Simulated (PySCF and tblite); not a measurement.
Values are calculated unless marked as measured or tabulated.
System: C5H8O2, numbered as in [CH3:1][C:2](=[O:3])/[CH:4]=[C:5](/[CH3:6])[OH:7].

The path came from a restrained scan, a climbing-image band and a saddle search at GFN2-xTB; energies are PBE0/pcSseg-1 + D3(BJ), IEF-PCM methanol//GFN2-xTB, thermal terms GFN2-xTB. Rates follow Eyring's equation with the number of equivalent paths and no tunnelling. Run with tblite and PySCF.

(1) How high is the barrier to the rotation about the C2–C4 bond (torsion C1–C2–C4–C5 from -180° to -4°, rising), through which structure does it pass, and what rate follows at 298 K?

## Answers

(1) The electronic barrier is 18.9 kcal/mol and ΔG‡(298 K) 18.6 kcal/mol, over a C1 saddle with an imaginary mode of 96i cm⁻¹ (GFN2-xTB). With 2 equivalent paths, k is 0.3 s⁻¹, a mean lifetime of the start of 3.3 s against this motion. The end lies 10.5 kcal/mol above the start in free energy.
